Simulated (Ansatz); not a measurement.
`[SiH3]N1[SiH2]P1` + `FC1NCO1` → `FC1OCN1[SiH3]` + `N1[SiH2]P1`  (ligand exchange at the Si–N bond)

Program: Ansatz. Geometries: PBE0-D4/def2-TZVP. ΔE: electronic, gas phase. CBS: MP2 limit from def2 TZ/QZ plus the TZ coupled-cluster correction, frozen cores.

```csv
level,ΔE (eV)
MP2/def2-TZVPP,0.28
CCSD(T)/def2-TZVPP,0.27
```

(1) What does CCSD(T)/CBS give? (Best estimate.)

Largest T1 diagnostic among the species: 0.015.

Answers

(1) The calculation gave: +0.26 eV. The listed levels differ from it by 0.02, 0.01 eV.
